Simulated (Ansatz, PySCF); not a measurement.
Isomers of CH5NSi. All species are isolated molecules in the gas phase. One relaxed conformer stands for each flexible species; it need not be the lowest. Strings in code marks are SMILES.

Quantity: vertical ionisation energy (energy after one electron is removed minus that of the parent at the parent's geometry), in eV. The restricted reference of `NC=[SiH2]` is unstable towards unrestricted orbitals.

Level 1: frozen-core MP2/cc-pVTZ // r2SCAN-D4/def2-TZVP (Ansatz, a quantum-chemistry and plane-wave program)
Level 2: PBE/6-31G* // r2SCAN-D4/def2-TZVP (PySCF)
Level 3: minus the HOMO energy of SVWN5/6-31G* // r2SCAN-D4/def2-TZVP (PySCF)
Level 4: HF/cc-pVTZ // r2SCAN-D4/def2-TZVP (Ansatz)

```json
[
 {"species": "`[H]/N=[SiH]\\C`", "level 2": "9.23", "level 3": "5.71", "level 4": "7.74"},
 {"species": "`C=[SiH]N`", "level 2": "7.54", "level 3": "4.40", "level 4": "6.40"},
 {"species": "`NC=[SiH2]`", "level 2": "7.22", "level 3": "4.28", "level 4": "6.02"}
]
```

### Question
What does level 1 give for each?

### Answer

- `[H]/N=[SiH]\C`: 9.63
- `C=[SiH]N`: 7.82
- `NC=[SiH2]`: 7.34
